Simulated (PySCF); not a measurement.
C₅H₉BNP.
Z-matrix (Å and degrees, PBE0-D3(BJ)/def2-SVP geometry), rows numbered from 1:
```
P 
B   1  1.9488
C   2  1.6001  1  101.85
C   3  1.4047  2  124.39  1  -179.86
C   4  1.3892  3  119.83  2   179.99
C   5  1.3957  4  119.13  3     0.01
C   6  1.3908  5  117.79  4    -0.01
N   7  1.3322  6  123.14  5     0.01
H   1  1.4108  2  118.86  3    62.46
H   1  1.4108  2  118.92  3   -62.53
H   1  1.4204  2  113.36  3   179.93
H   2  1.2238  1  104.78  3   121.20
H   2  1.2238  1  104.76  3  -121.20
H   4  1.0926  3  119.48  2    -0.01
H   5  1.0936  4  120.50  3   179.99
H   6  1.0920  5  121.59  4   180.00
H   7  1.0966  6  120.38  5  -179.99
```

The calculation used PBE0-D3(BJ)/def2-SVP geometry optimisation, gas phase (PySCF 2.14.0).

Masses are those of the commonest isotopes; rigid-rotor values at the optimised geometry. The values belong to one conformer with, in the numbering `[PH3+:1][BH2-:2][c:3]1[cH:4][cH:5][cH:6][cH:7][n:8]1`, P1–B2–C3–C4 180°.

(1) What are A, B and C (cm⁻¹)?

(2) Classify the top.

(3) Is it planar, by Δ = Ic − Ia − Ib?

(4) Give the other two planar moments, Paa and Pbb, and the rms extents of the mass along the axes.

(5) Give the coordinates in the principal-axis frame, origin at the centre of mass.

(6) Where do the levels up to J = 3 lie, in K?

(7) Which types of transition are allowed, and where do some lines up to J = 3 fall?

(8) Estimate the classical rotational partition function at 50 K, 298.15 K and 500 K.

Results:

(1) Ia = 118.65, Ib = 473.12, Ic = 582.80 u·Å²; 505379 MHz·u·Å²/I gives 4259, 1068 and 867.2 MHz, that is A = 0.14208, B = 0.03563, C = 0.02893 cm⁻¹.

(2) An asymmetric top: κ = (2 × 1068 − 4259 − 867.2)/(4259 − 867.2) = -0.88.

(3) Not planar: Δ = Ic − Ia − Ib = -8.97 u·Å². For a rigid frame Δ = −2 Σ m c², so Σ m c² = 4.48 u·Å² lies off the ab plane, practically all of it from hydrogen. The atom farthest from that plane is 1.10 Å away.

(4) Paa = Σ m a² = (Ib + Ic − Ia)/2 = 468.63 and Pbb = Σ m b² = (Ia + Ic − Ib)/2 = 114.17 u·Å². With the mass M = 125.06 u, the rms extents √(P/M) along a, b and c are 1.94, 0.96, 0.19 Å.

(5) The sense of each axis is arbitrary; atoms in the order of the calculation.
```tsv
atom	mass (u)	a (Å)	b (Å)	c (Å)
P1	30.974	-2.503	-0.310	0.001
B2	11.009	-1.349	1.260	-0.002
C3	12.000	0.107	0.597	-0.001
C4	12.000	1.310	1.323	0.000
C5	12.000	2.524	0.649	0.001
C6	12.000	2.527	-0.747	0.001
C7	12.000	1.298	-1.397	-0.001
N8	14.003	0.132	-0.752	-0.002
H9	1.008	-2.446	-1.196	1.098
H10	1.008	-2.449	-1.199	-1.093
H11	1.008	-3.887	0.008	0.002
H12	1.008	-1.658	1.873	-1.015
H13	1.008	-1.658	1.876	1.010
H14	1.008	1.278	2.415	0.001
H15	1.008	3.467	1.204	0.002
H16	1.008	3.458	-1.317	0.001
H17	1.008	1.250	-2.493	-0.001
```

(6) Above 0(0,0), as E/k:
J = 1: 1(0,1) 0.093, 1(1,1) 0.246, 1(1,0) 0.256
J = 2: 2(0,2) 0.278, 2(1,2) 0.422, 2(1,1) 0.451, 2(2,1) 0.911, 2(2,0) 0.911
J = 3: 3(0,3) 0.555, 3(1,3) 0.686, 3(1,2) 0.744, 3(2,2) 1.189, 3(2,1) 1.191, 3(3,1) 1.979, 3(3,0) 1.979

(7) The dipole components are |μa| = 0.74 D, |μb| = 2.16 D, |μc| = 0.00 D; the mirror of this Cs structure is the ab plane, so μc vanishes by symmetry (the 0.01 D computed is a residue) and there are no c-type lines. Intensities carry the squares of the components, which stand as 0.12 : 1.00 (a : b). Some lines, for components of 0.1 D or more:

```tsv
type	branch	J(Ka,Kc)	MHz	lower level (cm⁻¹)
a	Q	2(1,1) ← 2(1,2)	603	0.293
b	R	2(0,2) ← 1(1,1)	670	0.171
a	Q	3(1,2) ← 3(1,3)	1206	0.477
a	R	1(0,1) ← 0(0,0)	1935	0.000
b	R	3(0,3) ← 2(1,2)	2770	0.293
b	Q	1(1,0) ← 1(0,1)	3392	0.065
b	Q	2(1,1) ← 2(0,2)	3602	0.193
a	R	2(1,2) ← 1(1,1)	3670	0.171
a	R	2(0,2) ← 1(0,1)	3862	0.065
a	R	3(1,3) ← 2(1,2)	5499	0.293
a	R	3(0,3) ← 2(0,2)	5769	0.193
a	R	3(2,2) ← 2(2,1)	5806	0.633
a	R	3(1,2) ← 2(1,1)	6102	0.314
b	R	2(1,2) ← 1(0,1)	6861	0.065
b	Q	3(2,1) ← 3(1,2)	9324	0.517
b	Q	2(2,0) ← 2(1,1)	9583	0.314
b	Q	3(2,2) ← 3(1,3)	10484	0.477
b	R	2(2,1) ← 1(1,0)	13645	0.178
b	R	2(2,0) ← 1(1,1)	13855	0.171
b	R	3(2,2) ← 2(1,1)	15380	0.314
b	Q	3(3,0) ← 3(2,1)	16418	0.828
b	Q	3(3,1) ← 3(2,2)	16464	0.827
b	R	3(3,1) ← 2(2,0)	22261	0.633
b	R	3(3,0) ← 2(2,1)	22270	0.633
```

(8) Point group Cs, symmetry number σ = 1; q = (√π/σ)·√((kT/h)³/(ABC)), k/h = 20836.6 MHz/K: 30000 at 50 K, 437000 at 298.15 K, 949000 at 500 K.

Whether it is a minimum is left open (no frequencies). No vibrational averaging or centrifugal distortion is included, and the geometry carries the error of its method. A rigid rotor knows nothing of internal rotation, which can split or shift real lines. Quadrupole hyperfine structure (11B, 14N) is left out.

On one thread of an Arm Neoverse V2, no GPU, on a shared host, this took 1.9 min of wall time and 0.66 GiB of memory at its peak. This is the geometry optimisation.
